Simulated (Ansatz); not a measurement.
Cartesian coordinates in Å:
```
Cl 2.2997 1.1284 0.1563
Si 0.5961 1.5463 -0.9193
S -1.1769 0.8980 0.0544
Ge -0.6915 -1.2618 0.2379
Cl 0.1902 -1.6406 2.1576
H 0.4701 3.0245 -1.0442
H -2.0148 -2.0282 0.1892
H 0.3271 -1.6667 -0.8318
```

Charge 0, multiplicity 2.

Problem. List the r2SCAN/def2-TZVPP orbital energies in eV (Ansatz). (Estimate.)

Solution. Ansatz gave: α occupied: -10835.78, -2753.69, -2753.37, -2409.65, -1792.85, -1350.82, -1200.89, -1200.87, -1200.85, -255.07, -254.75, -214.09, -193.62, -193.49, -193.47, -193.31, -193.14, -193.14, -169.03, -158.13, -158.09, -157.99, -143.12, -118.77, -118.72, -118.64, -98.05, -98.01, -97.94, -32.05, -32.02, -31.95, -31.92, -31.90, -21.87, -21.38, -19.31, -14.64, -13.38, -10.64, -10.55, -10.14, -9.47, -9.19, -9.15, -8.43, -8.06, -7.93, -7.44, -5.66. α empty: -1.56, -0.90, -0.56, -0.44, -0.08, 0.57, 1.59, 3.12. β occupied: -10835.77, -2753.66, -2753.37, -2409.62, -1792.75, -1350.82, -1200.89, -1200.87, -1200.85, -255.06, -254.75, -214.07, -193.58, -193.46, -193.45, -193.31, -193.14, -193.14, -169.02, -158.11, -158.06, -157.96, -143.04, -118.77, -118.72, -118.64, -97.93, -97.89, -97.81, -32.05, -32.02, -31.95, -31.92, -31.90, -21.75, -21.37, -19.19, -14.58, -12.97, -10.53, -10.45, -10.12, -9.38, -9.11, -8.85, -8.33, -8.02, -7.90, -7.30. β empty: -3.42, -1.48, -0.66, -0.33, -0.13, 0.10, 0.89, 1.97. ⟨S²⟩ = 0.754.
